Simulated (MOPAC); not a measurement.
MOPAC input (PM3):

```
PM3 FORCE THERMO(298,298) PRECISE LET UHF MS=0.5 GEO-OK AUX(PRECISION=9) THREADS=1
C3H8FSi

C     1.72038888 1   -0.03148126 1   -0.67608264 1
Si    0.05476635 1    0.01087807 1    0.04030739 1
C    -0.79658136 1   -1.66401356 1   -0.17114350 1
C    -0.97042412 1    1.38569112 1   -0.75547663 1
F     0.16768083 1    0.31775889 1    1.60849069 1
H     1.90093789 1   -0.22199315 1   -1.72412605 1
H     2.61513542 1    0.13134775 1   -0.09254406 1
H    -0.87971022 1   -1.93144506 1   -1.22803687 1
H    -0.23699311 1   -2.45620207 1    0.33365064 1
H    -1.80478875 1   -1.64512730 1    0.25217044 1
H    -0.51181876 1    2.36436525 1   -0.59003896 1
H    -1.06017445 1    1.23403942 1   -1.83452566 1
H    -1.97914479 1    1.41378834 1   -0.33397709 1
```

From the output:

```
     H   13   5.629162

          HEAT OF FORMATION =     -95.885412 KCALS/MOLE

          ZERO POINT ENERGY      62.716 KCAL/MOL

           NORMAL COORDINATE ANALYSIS (Total motion = 1 Angstrom)

   Root No.       1         2         3         4         5         6         7         8

                 1 A'      1 A"      2 A"      2 A'      3 A"      3 A'      4 A"      4 A'

                  62.7      70.2     122.9     188.9     191.5     231.7     273.8     277.4

           1   -0.0003    0.0000    0.0000   -0.0151    0.0000    0.0203    0.0000   -0.0514
           2   -0.0050    0.0044    0.0182   -0.0205    0.0696    0.0227    0.0287    0.0230
           3    0.0092    0.0024    0.0100    0.0376    0.0380   -0.0415    0.0157   -0.0421
           4   -0.0003    0.0000   -0.0000   -0.0152   -0.0000    0.0181   -0.0000   -0.0544
           5   -0.0000    0.0002   -0.0078   -0.0041   -0.0120   -0.0185   -0.0507   -0.0106
           6    0.0001    0.0001   -0.0043    0.0075   -0.0066    0.0339   -0.0277    0.0194
           7   -0.0049    0.0048   -0.0128    0.0366   -0.0513   -0.0291   -0.0133    0.0150
           8    0.0016   -0.0017   -0.0009   -0.0233    0.0071   -0.0024   -0.0463   -0.0372
           9   -0.0027    0.0038    0.0073   -0.0525   -0.0205   -0.0373    0.0352    0.0045
          10   -0.0049   -0.0048    0.0128    0.0366    0.0513   -0.0291    0.0133    0.0151
          11    0.0014    0.0023    0.0057    0.0568   -0.0134    0.0327    0.0046    0.0163
          12   -0.0029   -0.0035   -0.0047   -0.0088    0.0171   -0.0181   -0.0580    0.0337
          13    0.0086    0.0000    0.0000   -0.0296    0.0000    0.0092    0.0000    0.0866
          14    0.0014   -0.0041   -0.0078   -0.0065   -0.0345   -0.0193    0.0777    0.0131
          15   -0.0026   -0.0022   -0.0043    0.0119   -0.0188    0.0352    0.0424   -0.0239
          16   -0.0060   -0.0000   -0.0000   -0.0442    0.0000    0.0894    0.0000    0.0231
          17   -0.0068    0.0005   -0.3191   -0.0298    0.1790    0.0446    0.1178    0.0469
          18    0.0124    0.0003   -0.1743    0.0545    0.0978   -0.0816    0.0644   -0.0859
          19    0.0054    0.0000    0.0000    0.0145    0.0000   -0.0497    0.0000   -0.1267
          20   -0.0068    0.0112    0.3876   -0.0300    0.0538    0.0449    0.0459    0.0471
          21    0.0124    0.0061    0.2117    0.0549    0.0294   -0.0823    0.0251   -0.0862
          22    0.1195    0.1372   -0.0203    0.0461   -0.0779   -0.0679    0.0027    0.0489
          23   -0.0478   -0.0474    0.0036   -0.0484   -0.0200   -0.0629    0.0022   -0.0198
          24   -0.0826   -0.0769    0.0133   -0.0723   -0.0277   -0.0609    0.0606    0.0028
          25   -0.1323   -0.1239   -0.0146    0.0748   -0.0748   -0.0348   -0.0348    0.0547
          26    0.0507    0.0479   -0.0125    0.0305    0.0057    0.0328   -0.0999   -0.0115
          27   -0.0806   -0.0748    0.0136   -0.0722   -0.0283   -0.0614    0.0610    0.0031
          28   -0.0039    0.0059   -0.0130    0.0375   -0.0524   -0.0301   -0.0132    0.0166
          29    0.0028   -0.0075    0.0068   -0.0699    0.0563    0.0417   -0.0401   -0.1092
          30    0.1529    0.1650    0.0037   -0.0722   -0.0231   -0.0597    0.0617    0.0015
          31   -0.1323    0.1239    0.0146    0.0748    0.0748   -0.0348    0.0348    0.0547
          32    0.0404   -0.0371    0.0047    0.0443   -0.0207    0.0339   -0.0027    0.0036
          33   -0.0862    0.0807   -0.0178   -0.0647    0.0201   -0.0608   -0.1170    0.0114
          34    0.1195   -0.1372    0.0203    0.0461    0.0779   -0.0679   -0.0027    0.0489
          35    0.0954   -0.0903    0.0132    0.0870   -0.0341    0.0852    0.0522    0.0084
          36   -0.0044    0.0017   -0.0042    0.0016   -0.0019    0.0200   -0.0309    0.0182
          37   -0.0039   -0.0059    0.0130    0.0375    0.0524   -0.0301    0.0132    0.0166
          38   -0.1302    0.1348    0.0068    0.0985    0.0110    0.0277    0.0302    0.0577
          39    0.0802   -0.0955    0.0037    0.0198    0.0598   -0.0674   -0.0671    0.0927

   Root No.       9        10        11        12        13        14        15        16

                 5 A'      5 A"      6 A'      6 A"      7 A'      7 A"      8 A"      8 A'

                 569.7     629.1     669.2     689.3     736.7     810.1     815.5     820.7

           1   -0.0629    0.0000    0.1396   -0.0000    0.0159    0.0000    0.0000   -0.0035
           2   -0.0035    0.0304   -0.0081   -0.0583    0.0346    0.0137    0.0067    0.0025
           3    0.0065    0.0166    0.0149   -0.0319   -0.0633    0.0075    0.0037   -0.0045
           4   -0.0121    0.0000   -0.0642    0.0000   -0.0198   -0.0000    0.0000    0.0025
           5   -0.0125    0.0610   -0.0076    0.0198   -0.0041   -0.0170    0.0031    0.0066
           6    0.0230    0.0333    0.0138    0.0108    0.0075   -0.0093    0.0017   -0.0120
           7    0.0348   -0.0364   -0.0053   -0.0125    0.0019   -0.0162   -0.0254   -0.0171
           8    0.0972   -0.0867    0.0336   -0.0140    0.0073    0.0134    0.0089    0.0046
           9    0.0036    0.0079    0.0026    0.0058    0.0057    0.0231   -0.0235   -0.0303
          10    0.0348    0.0364   -0.0053    0.0125    0.0019    0.0162    0.0254   -0.0171
          11   -0.0556   -0.0403   -0.0203   -0.0027   -0.0088    0.0267   -0.0149    0.0230
          12   -0.0798   -0.0772   -0.0269   -0.0150   -0.0031   -0.0012    0.0202   -0.0203
          13    0.0100    0.0000   -0.0088   -0.0000    0.0164    0.0000    0.0000    0.0131
          14   -0.0136    0.0014    0.0057   -0.0011   -0.0098    0.0027   -0.0046   -0.0226
          15    0.0250    0.0007   -0.0105   -0.0006    0.0180    0.0015   -0.0025    0.0413
          16   -0.0191   -0.0000    0.1919    0.0000   -0.2970   -0.0000   -0.0000   -0.0164
          17    0.0102   -0.1222    0.0111    0.2374   -0.0666   -0.0402   -0.0138   -0.0016
          18   -0.0186   -0.0667   -0.0203    0.1297    0.1218   -0.0219   -0.0075    0.0029
          19   -0.1039   -0.0000    0.0531    0.0000    0.3206   -0.0000    0.0000    0.0093
          20    0.0100   -0.1121    0.0176    0.2374   -0.0657   -0.0438   -0.0179   -0.0015
          21   -0.0183   -0.0612   -0.0321    0.1297    0.1202   -0.0239   -0.0098    0.0028
          22    0.0250   -0.0330    0.0422    0.0112   -0.0171    0.0099    0.1057    0.0913
          23    0.0658   -0.0987    0.0490   -0.0244   -0.0304   -0.0659    0.1716    0.1742
          24   -0.0083   -0.0078   -0.0026   -0.0117   -0.0111   -0.0380    0.0335    0.0391
          25    0.0398   -0.0039    0.0474    0.0386    0.0082    0.0962    0.0253   -0.0085
          26    0.1074   -0.0229    0.0606    0.0454    0.0351    0.1643   -0.0532   -0.0988
          27   -0.0055   -0.0140    0.0019   -0.0123   -0.0105   -0.0352    0.0353    0.0399
          28    0.0315   -0.0315   -0.0044   -0.0090    0.0005   -0.0124   -0.0187   -0.0124
          29    0.0761   -0.0812   -0.0844   -0.0727    0.0127   -0.1246   -0.1601   -0.1006
          30   -0.0074   -0.0116   -0.0008   -0.0133   -0.0119   -0.0404    0.0351    0.0419
          31    0.0399    0.0039    0.0474   -0.0386    0.0082   -0.0962   -0.0253   -0.0085
          32   -0.0534   -0.0241   -0.0344    0.0142   -0.0101    0.0591    0.0010    0.0198
          33   -0.0934   -0.0117   -0.0500    0.0449   -0.0352    0.1572   -0.0638    0.1047
          34    0.0250    0.0329    0.0422   -0.0112   -0.0171   -0.0099   -0.1057    0.0913
          35   -0.0286   -0.0599   -0.0242   -0.0230    0.0257   -0.0676    0.1209   -0.1270
          36   -0.0599   -0.0788   -0.0426   -0.0142    0.0195   -0.0349    0.1263   -0.1254
          37    0.0315    0.0315   -0.0044    0.0090    0.0005    0.0124    0.0187   -0.0124
          38   -0.0349   -0.0536    0.0463   -0.0505    0.0031   -0.1013   -0.0570    0.0192
          39   -0.0680   -0.0620    0.0706   -0.0540   -0.0171   -0.0831   -0.1537    0.1073

   Root No.      17        18        19        20        21        22        23        24

                 9 A'     10 A'     11 A'      9 A"     12 A'     10 A"     13 A'     14 A'

                 862.4     956.1    1285.7    1302.2    1311.2    1402.3    1402.8    1405.5

           1    0.0122   -0.0101   -0.0416    0.0000    0.0083   -0.0000    0.0002    0.0002
           2   -0.0012    0.0081    0.0002    0.0002   -0.0000   -0.0001    0.0000   -0.0000
           3    0.0022   -0.0147   -0.0003    0.0001    0.0000   -0.0001   -0.0001    0.0001
           4   -0.0250    0.0307   -0.0026   -0.0000   -0.0016   -0.0000   -0.0004   -0.0003
           5   -0.0039   -0.0384   -0.0005   -0.0037   -0.0009   -0.0002   -0.0001    0.0002
           6    0.0071    0.0703    0.0008   -0.0020    0.0016   -0.0001    0.0001   -0.0004
           7    0.0312   -0.0094   -0.0033   -0.0106   -0.0096    0.0161   -0.0174   -0.0110
           8   -0.0071    0.0103   -0.0076   -0.0287   -0.0261   -0.0058    0.0067    0.0039
           9   -0.0208   -0.0222    0.0001    0.0002    0.0003   -0.0137    0.0116   -0.0189
          10    0.0312   -0.0094   -0.0033    0.0106   -0.0096   -0.0161   -0.0174   -0.0110
          11    0.0213    0.0132    0.0041   -0.0153    0.0139   -0.0147   -0.0133    0.0138
          12   -0.0053   -0.0207    0.0065   -0.0243    0.0222    0.0025    0.0006   -0.0135
          13    0.0015   -0.0317    0.0001   -0.0000   -0.0001    0.0000    0.0001   -0.0000
          14   -0.0002    0.0430    0.0000    0.0001    0.0002    0.0000    0.0000   -0.0001
          15    0.0003   -0.0786   -0.0001    0.0001   -0.0004    0.0000   -0.0000    0.0002
          16    0.0159   -0.0762    0.2773    0.0000   -0.0457   -0.0000   -0.0010   -0.0007
          17    0.0004   -0.0147    0.0916   -0.0016   -0.0156    0.0001   -0.0004   -0.0003
          18   -0.0007    0.0268   -0.1678   -0.0009    0.0286    0.0001    0.0007    0.0005
          19    0.0042    0.0597    0.2775   -0.0000   -0.0454    0.0000   -0.0008   -0.0012
          20    0.0009   -0.0148   -0.0922   -0.0003    0.0155    0.0003    0.0003    0.0004
          21   -0.0016    0.0272    0.1688   -0.0001   -0.0285    0.0002   -0.0006   -0.0007
          22   -0.0388    0.0646    0.0233    0.0770    0.0692   -0.1801    0.1747   -0.0410
          23    0.0244    0.1257    0.0355    0.1257    0.1106    0.0546   -0.0642   -0.0671
          24    0.0274    0.0292    0.0129    0.0493    0.0433    0.1037   -0.1087   -0.0350
          25   -0.1067   -0.0063    0.0228    0.0762    0.0664   -0.0238    0.0449    0.1792
          26   -0.1569   -0.0725    0.0356    0.1267    0.1107    0.0851   -0.0894   -0.0251
          27    0.0255    0.0316   -0.0131   -0.0500   -0.0439   -0.0694    0.0797    0.0783
          28    0.0236   -0.0068   -0.0009   -0.0020   -0.0022    0.0073   -0.0077   -0.0030
          29    0.1828   -0.0672    0.0436    0.1545    0.1368   -0.0680    0.0724    0.0462
          30    0.0295    0.0330   -0.0000    0.0001   -0.0015    0.1339   -0.1114    0.1872
          31   -0.1067   -0.0063    0.0228   -0.0762    0.0664    0.0238    0.0449    0.1792
          32    0.0633    0.0126   -0.0082    0.0264   -0.0228   -0.0125   -0.0187   -0.0523
          33    0.1458    0.0781   -0.0370    0.1337   -0.1168    0.1091    0.1183    0.0634
          34   -0.0388    0.0646    0.0233   -0.0770    0.0692    0.1801    0.1747   -0.0410
          35   -0.0362   -0.0925   -0.0301    0.1095   -0.0962    0.1168    0.1261    0.0657
          36   -0.0058   -0.0900   -0.0229    0.0791   -0.0696   -0.0101   -0.0047    0.0375
          37    0.0236   -0.0068   -0.0009    0.0020   -0.0022   -0.0073   -0.0077   -0.0030
          38   -0.1236    0.0085   -0.0235    0.0836   -0.0727    0.0760    0.0547   -0.1825
          39   -0.1379    0.0744   -0.0367    0.1299   -0.1159   -0.1295   -0.1211    0.0622

   Root No.      25        26        27        28        29        30        31        32

                11 A"     12 A"     15 A'     13 A"     16 A'     17 A'     18 A'     14 A"
```
